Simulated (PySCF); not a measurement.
Screening by computed properties: pick the candidate that meets the target.

All species are isolated and taken at one optimised geometry, non-relativistic unless stated; the electronic structure was computed with PySCF and density fitting.

The conformers computed, where there is a choice (atom-mapped SMILES and torsion angles):
- `[CH3:1][NH:2][Si@H:3]1[CH2:4][Si@@H:5]([NH2:6])[CH2:7]1`: C1–N2–Si3–C4 -179°, H–N6–Si5–C4 161°, H–N6–Si5–C4 -65°
- `[NH2:1][SiH:2]([NH2:3])[CH:4]1[CH2:5][SiH2:6][CH2:7]1`: N1–Si2–C4–C5 176°, H–N1–Si2–N3 -51°, H–N1–Si2–N3 176°, H–N3–Si2–N1 -174°, H–N3–Si2–N1 -40°
- `[CH2:1]=[CH:2][SiH2:3][NH:4][SiH2:5][NH:6][CH3:7]`: C1–C2–Si3–N4 15°, C2–Si3–N4–Si5 -174°, Si3–N4–Si5–N6 176°, N4–Si5–N6–C7 177°
- `[CH3:1]/[CH:2]=[N:3]\[SiH2:4][N:5]([CH3:6])[SiH3:7]`: C2–N3–Si4–N5 134°, N3–Si4–N5–C6 43°

(1) Wanted: lowest triplet excitation (Tamm–Dancoff) below 4 eV (TDA CAM-B3LYP/def2-SVPD) and electronic spatial extent ⟨r²⟩ about the centre of nuclear charge above 1420 bohr² (CAM-B3LYP/def2-SVPD), at GFN2-xTB geometries. Which candidate meets both?
A. `C=C[SiH2]N[SiH2]NC`
B. `N[SiH](N)C1C[SiH2]C1`
C. `C/C=N\[SiH2]N(C)[SiH3]`
D. `CN[Si@H]1C[Si@@H](N)C1`

Results:

(1) C. Computed values:
```
               species  lowest triplet excitation (Tamm–Dancoff)  electronic spatial extent ⟨r²⟩ about the centre of nuclear charge
C/C=N\[SiH2]N(C)[SiH3]                                   3.74 eV                                                         1616 bohr²
    C=C[SiH2]N[SiH2]NC                                   4.33 eV                                                         1874 bohr²
CN[Si@H]1C[Si@@H](N)C1                                   5.77 eV                                                         1390 bohr²
  N[SiH](N)C1C[SiH2]C1                                   5.91 eV                                                         1458 bohr²
```
